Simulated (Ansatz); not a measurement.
Ideal-gas functions of Cl2FHOTi, SMILES `[OH][Ti]([F])([Cl])[Cl]` at 298.15 K and 1 bar, from an Ansatz frequency run at PBE0-D4/def2-TZVP.

Molar mass 154.78 g/mol, point group Cs (symmetry number 1), electronic degeneracy 1, moments of inertia 207.255, 301.372, 361.269 u Å². Harmonic wavenumbers (cm⁻¹, unscaled): 91, 122, 163, 169, 177, 221, 292, 442, 510, 774, 836, 3932.

Use S(trans) = R[1.5 ln M + 2.5 ln T − 1.1517]; rotational temperatures θ = 24.2544 K / I; S(rot) = R[ln(√π/σ · √(T³/θAθBθC)) + 1.5]; for each mode x = 1.438777 ν̃/T, S = R[x/(eˣ − 1) − ln(1 − e⁻ˣ)] and H = RT x/(eˣ − 1); 1 cm⁻¹ = 0.0119627 kJ/mol; R = 8.31446 J/(mol·K).

Q: By hand: the entropy, in J/(mol·K).

A: Translation 171.7. Rotation: θ = 0.117, 0.0805, 0.0671 K, giving 118.9. Vibration, mode by mode: 15.22, 12.84, 10.52, 10.24, 9.87, 8.16, 6.12, 3.43, 2.65, 0.96, 0.75, 0.00, in all 80.8. Electronic 0.0. Sum 371.4 J/(mol·K).

Q: By hand: H − E and G − E in kJ/mol, counted from the electronic energy.

A: Zero-point energy ½ × 7729 × 0.0119627 = 46.2; thermal vibration 12.8; translation, rotation and pV give 4 RT = 9.9. H − E = 68.9 kJ/mol, and G − E = 68.9 − 298.15 × 371.4/1000 = -41.8 kJ/mol.

Vibration gives 22 % of the entropy, 28.1 J/(mol·K) of it from the modes under 150 cm⁻¹: soft modes count most, and the harmonic formula is weakest for them. The sum counts one conformer and one mirror image; others add a mixing term.
